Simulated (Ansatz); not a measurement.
Z-matrix (Å, degrees):
```
Nb
O 1 1.7223
O 1 1.9146 2 109.11
H 3 0.9717 1 130.22 2 -0.02
O 1 1.9149 2 108.99 3 119.98
H 5 0.9718 1 130.06 2 0.51
O 1 1.9149 2 108.96 5 120.02
H 7 0.9718 1 129.99 2 -0.92
```
Charge 0, multiplicity 1.

Level of theory: frozen-core CCSD(T)/def2-TZVPP // TPSS-D3(BJ)/def2-SVP run with Ansatz (a first-principles code).

```
Item                           Result
----------------------  -------------
HF energy               -357.91934 Ha
MP2 correlation energy    -1.44778 Ha
```

Question: Estimate the CCSD correlation energy, the (T) correction, the total energy and the T1 diagnostic.

Answer: 
```json
{
  "CCSD correlation energy": "-1.40783 Ha",
  "(T) correction": "-0.07091 Ha",
  "CCSD(T) total energy": "-359.39808 Ha",
  "T1 diagnostic": "0.023"
}
```
